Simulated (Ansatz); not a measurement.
The cluster Li₃Al₃, relaxed as a singlet with RKS PBE-D4/def2-SVP in Ansatz, starting from the GFN1-xTB geometry. Force threshold 0.02 eV/Å.

The restricted singlet is unstable towards broken spin symmetry in Hartree–Fock (as tested in another run); at PBE-D4/def2-SVP this wasn't settled. Another isomer (singlet) lies 0.30 eV lower at PBE0-D4/def2-TZVP; other spin states weren't run for this one.

Start:

```xyz
6

Li   -1.7513   -0.0168   -1.1178
Li   -0.2221    2.4402    1.3220
Li   -1.5085   -2.4974   -0.9269
Al    1.7387    0.3418    1.3028
Al    1.0785    1.5086   -0.8300
Al    0.6647   -1.7763    0.2498
```

Q: Estimate the energy that the relaxation releases and the steps that it takes.

A: 0.95 eV, in 23 steps; 26 s on 4 threads of Arm Neoverse V1 on a shared host. The force fell under the threshold at step 21, but the optimiser went on. No frequencies were taken in this run, so the end may be a saddle point.

Q: Does the start keep its bonding?

A: Bonds lost: Li1–Li3, Li2–Al5 (atoms count from 1). Bonds formed: Li1–Al5, Li1–Al6, Li2–Al6 (atoms count from 1).

Q: Predict the relaxed structure.

A: 
```tsv
atom	x (Å)	y (Å)	z (Å)
Li1	-0.2780	0.0626	-1.6802
Li2	-0.8430	0.8940	1.3261
Li3	-2.0631	-2.3923	-0.0420
Al4	1.8344	0.4680	0.5423
Al5	1.0017	2.4970	-0.6993
Al6	0.3480	-1.5293	0.5531
```
Bond lengths (bridged metal pairs left out): 5 × Al–Li 2.63 to 2.92 Å; 2 × Al–Al 2.49 to 2.52 Å.
